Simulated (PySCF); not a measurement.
SiF2ClBr, SMILES [Si](Br)(Cl)(F)F.

The structure is a stationary point at PBE0-D3(BJ)/def2-SVP. This is a generated structure with no PubChem entry under its InChIKey; it may be hypothetical.

Calculation: CAM-B3LYP/def2-TZVP run with PySCF.

Isolated molecule, no solvent.

Computed frontier levels, gap, dipole moment and polarisability:
```json
{
 "highest_occupied_level": "-10.72 eV",
 "lowest_empty_level": "0.54 eV",
 "orbital_gap": "11.26 eV",
 "dipole_moment": "0.95 D",
 "quadrupole, principal values (traceless, Buckingham form, about the centre of nuclear charge)": "-2.35, -1.10, 3.46 D·Å",
 "mean_static_polarisability": "50.0 bohr³ (7.41 Å³)",
 "polarisability_principal_values": "41.0, 46.9, 62.2 bohr³"
}
```
